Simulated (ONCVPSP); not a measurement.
BLYP ONCV dataset for Cl (Z = 17), scalar-relativistic all-electron reference.

The input file (ONCVPSP 4.0.1):

```
# ATOM AND REFERENCE CONFIGURATION
# atsym  z   nc   nv     iexc    psfile
  Cl 17.00    3    2  -106131      upf
#
#   n    l    f
    1    0    2.00
    2    0    2.00
    2    1    6.00
    3    0    2.00
    3    1    5.00
#
# PSEUDOPOTENTIAL AND OPTIMIZATION
# lmax
    2
#
#   l,   rc,      ep,       ncon, nbas, qcut
    0    1.10    0.00    4    7    6.00
    1    1.15    0.00    4    7    6.10
    2    1.25    0.42    5    9    7.70
#
# LOCAL POTENTIAL
# lloc, lpopt,  rc(5),   dvloc0
    4    5    0.80    0.00
#
# VANDERBILT-KLEINMAN-BYLANDER PROJECTORs
# l, nproj, debl
    0    2    1.10
    1    2    2.50
    2    2    2.80
#
# MODEL CORE CHARGE
# icmod, fcfact, rcfact
    2    0.20    0.65
#
# LOG DERIVATIVE ANALYSIS
# epsh1, epsh2, depsh
   -2.00    5.00    0.02
#
# OUTPUT GRID
# rlmax, drl
    6.00    0.01
#
# TEST CONFIGURATIONS
# ncnf
    4
# nvcnf
#   n    l    f
    2
    3    0    2.00
    3    1    4.00
#
    2
    3    0    2.00
    3    1    3.00
#
    2
    3    0    2.00
    3    1    2.00
#
    2
    3    0    1.00
    3    1    5.00
#
```

Command:

```bash
oncvpsp.x < Cl.dat > Cl.out
```

Resulting log (shortened: citation, most of the input echo, consistency checks and plot data are left out):

```
ONCVPSP  (Optimized Norm-Conservinng Vanderbilt PSeudopotential)
scalar-relativistic version 4.0.1

#   n    l    f        energy (Ha)
    1    0    2.00    -1.0116613E+02
    2    0    2.00    -9.2825849E+00
    2    1    6.00    -7.0460782E+00
    3    0    2.00    -7.5494585E-01
    3    1    5.00    -3.1087284E-01

Reference configufation results
  iterations    24
  all-electron total energy (Ha)   -4.61629436D+02

Begin loop to  construct optimized pseudo wave functions
and semi-local pseudopoentials for all angular momenta

   Wellstate for l =  0  n =  4
     eigenvalue =   0.3451
     asymptotic potential =   0.8451
     half-point radius =  4.3748

Calculating optimized projector #   1

 for l=   0

    Fraction of norm inside rc  0.232784
    Optimizing pswf for qcut=   5.99 a_B^-1,  ecut=  17.92 Ha
    Residual kinetic energy error=  1.10D-03 Ha

    Energy error per electron        Cutoff
         Ha          eV             Ha
         0.01000     0.27211       11.04
         0.00100     0.02721       24.02
         0.00010     0.00272       95.23
         0.00001     0.00027      135.64

Calculating optimized projector #   2

 for l=   0

    Fraction of norm inside rc  0.057878
    Optimizing pswf for qcut=   5.99 a_B^-1,  ecut=  17.92 Ha
    Residual kinetic energy error=  8.45D-04 Ha

    Energy error per electron        Cutoff
         Ha          eV             Ha
         0.01000     0.27211       11.07
         0.00100     0.02721       17.43
         0.00010     0.00272       74.82
         0.00001     0.00027      142.61

   Wellstate for l =  1  n =  5
     eigenvalue =   2.1891
     asymptotic potential =   2.6891
     half-point radius =  3.5965

Calculating optimized projector #   1

 for l=   1

    Fraction of norm inside rc  0.181142
    Optimizing pswf for qcut=   6.10 a_B^-1,  ecut=  18.63 Ha
    Residual kinetic energy error=  4.96D-04 Ha

    Energy error per electron        Cutoff
         Ha          eV             Ha
         0.01000     0.27211        5.31
         0.00100     0.02721        9.24
         0.00010     0.00272       95.77
         0.00001     0.00027      117.84

Calculating optimized projector #   2

 for l=   1

    Fraction of norm inside rc  0.076029
    Optimizing pswf for qcut=   6.10 a_B^-1,  ecut=  18.63 Ha
    Residual kinetic energy error=  1.13D-02 Ha

    Energy error per electron        Cutoff
         Ha          eV             Ha
         0.01000     0.27211       25.88
         0.00100     0.02721      125.90
         0.00010     0.00272      153.62
         0.00001     0.00027      199.44

   Wellstate for l =  2  n =  3
     eigenvalue =   0.4200
     asymptotic potential =   0.9200
     half-point radius =  3.1316

   Wellstate for l =  2  n =  5
     eigenvalue =   3.2200
     asymptotic potential =   3.7200
     half-point radius =  3.1668

Calculating optimized projector #   1

 for l=   2

    Fraction of norm inside rc  0.190870
    Optimizing pswf for qcut=   7.69 a_B^-1,  ecut=  29.54 Ha
    Residual kinetic energy error=  2.40D-03 Ha

    Energy error per electron        Cutoff
         Ha          eV             Ha
         0.01000     0.27211       22.65
         0.00100     0.02721       45.16
         0.00010     0.00272      164.48
         0.00001     0.00027      191.66

Calculating optimized projector #   2

 for l=   2

    Fraction of norm inside rc  0.119532
    Optimizing pswf for qcut=   7.69 a_B^-1,  ecut=  29.54 Ha
    Residual kinetic energy error=  1.07D-02 Ha

    Energy error per electron        Cutoff
         Ha          eV             Ha
         0.01000     0.27211       29.80
         0.00100     0.02721       43.20
         0.00010     0.00272      107.22
         0.00001     0.00027      175.11

Construct Vanderbilt / Kleinmman-Bylander projectors

B matrix Hermiticity error, ll=   0
   1   2    5.4826E-05

  Orthonormal projector coefficients -2.2392E+01  7.0335E+00

B matrix Hermiticity error, ll=   1
   1   2   -1.2249E-04

  Orthonormal projector coefficients  4.7009E+01  4.0237E+00

B matrix Hermiticity error, ll=   2
   1   2   -1.1512E-04

  Orthonormal projector coefficients -1.2256E+01 -3.0365E+00

Model core correction analysis
  based on d2Exc/dn_idn_j

d2excae - all-electron derivatives

   -3.372118D-02   -2.807525D-02
   -2.807571D-02   -2.582140D-02

d2excps - pseudofunction derivatives with no core correction

   -3.654274D-02   -3.010285D-02
   -3.010390D-02   -2.717173D-02

rms 2nd derivative error    2.121868E-03

amplitude prefactor, scale prefactor
    9.0026    1.1928

d2excps - pseudofunction derivatives with core correction

   -3.479863D-02   -2.890449D-02
   -2.890510D-02   -2.635113D-02

rms 2nd derivative error    8.392009E-04

Pseudoatom total energy  -14.978128

Diagnostic tests using Vanderbilt-Kleinman-Bylander pseudopotentials
  1 or more projectors used as specified by nproj input data

   l    rcore       rmatch      e in        delta e   norm test  slope test

   0   1.1055163   1.1390821  -0.7549458  -0.0000026   1.0000590   1.0000324
   0   1.1055163   1.1390821   0.3450542   0.0000246   1.0001845   1.0001845

   1   1.1527921   1.1877934  -0.3108728   0.0000076   1.0000454   1.0000283
   1   1.1527921   1.1877934   2.1891272   0.0000363   1.0002439   1.0002439

   2   1.2534953   1.2915542   0.4200000   0.0000190   1.0000784   1.0000784
   2   1.2534953   1.2915542   3.2200000  -0.0000036   1.0002466   1.0002466

 Testing for bound ghosts
   n   l    E NL Schr. Eq   E Basis Diag.   E Cutoff

       0                       -8.180931    152.06  WARNING - GHOST(-)
   1   0       -0.754948       -0.723333    152.06

   2   1       -0.310865       -0.248102    165.52

 Testing for highly-localized positive-energy ghosts
       l    <radius>/rc     E Basis Diag.   E Cutoff

       1        0.814726      158.236589    165.52  WARNING - GHOST(+)

Test configuration 0

   n   l     f        eae           eps        diff
   1   0  2.0000 -101.16613155
   2   0  2.0000   -9.28258495
   2   1  6.0000   -7.04607819
   3   0  2.0000   -0.75494585   -0.75494841   -2.57D-06
   3   1  5.0000   -0.31087284   -0.31086520    7.65D-06

    Total energies and differences
      AE_ref= -4.61629436D+02  AE_tst= -4.61629436D+02  dif=  0.00D+00
      PS_ref= -1.49781284D+01  PS_tst= -1.49781284D+01  dif= -1.78D-15
      PSP excitation error=  1.78D-15

Test configuration 1

   n   l     f        eae           eps        diff
   1   0  2.0000 -101.64708881
   2   0  2.0000   -9.75336380
   2   1  6.0000   -7.51803685
   3   0  2.0000   -1.17311831   -1.17292963    1.89D-04
   3   1  4.0000   -0.70836198   -0.70817515    1.87D-04

    Total energies and differences
      AE_ref= -4.61629436D+02  AE_tst= -4.61124854D+02  dif=  5.05D-01
      PS_ref= -1.49781284D+01  PS_tst= -1.44735739D+01  dif=  5.05D-01
      PSP excitation error=  2.76D-05

Test configuration 2

   n   l     f        eae           eps        diff
   1   0  2.0000 -102.22011859
   2   0  2.0000  -10.30660931
   2   1  6.0000   -8.07349256
   3   0  2.0000   -1.64423525   -1.64339656    8.39D-04
   3   1  3.0000   -1.15902189   -1.15819419    8.28D-04

    Total energies and differences
      AE_ref= -4.61629436D+02  AE_tst= -4.60195201D+02  dif=  1.43D+00
      PS_ref= -1.49781284D+01  PS_tst= -1.35443016D+01  dif=  1.43D+00
      PSP excitation error=  4.09D-04

Test configuration 3

   n   l     f        eae           eps        diff
   1   0  2.0000 -102.87665902
   2   0  2.0000  -10.93222395
   2   1  6.0000   -8.70250391
   3   0  2.0000   -2.15801204   -2.15567865    2.33D-03
   3   1  2.0000   -1.65348188   -1.65115958    2.32D-03

    Total energies and differences
      AE_ref= -4.61629436D+02  AE_tst= -4.58792414D+02  dif=  2.84D+00
      PS_ref= -1.49781284D+01  PS_tst= -1.21428983D+01  dif=  2.84D+00
      PSP excitation error=  1.79D-03

Test configuration 4

   n   l     f        eae           eps        diff
   1   0  2.0000 -101.69411512
   2   0  2.0000   -9.80064059
   2   1  6.0000   -7.56449313
   3   0  1.0000   -1.19665224   -1.19637320    2.79D-04
   3   1  5.0000   -0.72863511   -0.72842831    2.07D-04

    Total energies and differences
      AE_ref= -4.61629436D+02  AE_tst= -4.60658455D+02  dif=  9.71D-01
      PS_ref= -1.49781284D+01  PS_tst= -1.40072025D+01  dif=  9.71D-01
      PSP excitation error=  5.59D-05
```

Note: ghosts flagged at negative energy: s at -222.6 eV; GHOST(+) flags only above 600 eV. A true bound ghost makes a file unfit for plane-wave use.

The run took about 6.2 s on one core of a shared server CPU.
